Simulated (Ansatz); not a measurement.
Start from `CB(C)[SiH2]Cl` and change one atom or group to get `C[B](C)[ZnH]`.

Ansatz, PBE0-D4/def2-TZVP geometries, multiplicity 1. Each molecule was computed in one conformer, which needn't be the lowest.

Scalar relativity is left out up to krypton.

```
                                          property  `CB(C)[SiH2]Cl`
             LUMO energy (ωB97M-V/def2-TZVPP) / eV             0.41
              HOMO–LUMO gap (PBE0/def2-TZVPP) / eV             6.07
    size of the dipole moment (PBE/def2-TZVPP) / D             2.40
size of the dipole moment (ωB97M-V/def2-TZVPP) / D             2.41
                 LUMO energy (PBE/def2-TZVPP) / eV            -2.52
               HOMO energy (B3LYP/def2-TZVPP) / eV            -7.46
```

Question: What does the change do to each property? (Estimate.)

Answer: The calculation gave: 
```tsv
property	`C[B](C)[ZnH]`	shift
LUMO energy (ωB97M-V/def2-TZVPP) / eV	0.19	-0.22
HOMO–LUMO gap (PBE0/def2-TZVPP) / eV	4.84	-1.23
size of the dipole moment (PBE/def2-TZVPP) / D	1.51	-0.89
size of the dipole moment (ωB97M-V/def2-TZVPP) / D	1.35	-1.06
LUMO energy (PBE/def2-TZVPP) / eV	-2.43	0.09
HOMO energy (B3LYP/def2-TZVPP) / eV	-6.23	1.23
```

Dipoles are sizes alone; their direction can turn.

B3LYP here is the variant with VWN-RPA as its local correlation; programs differ in this.
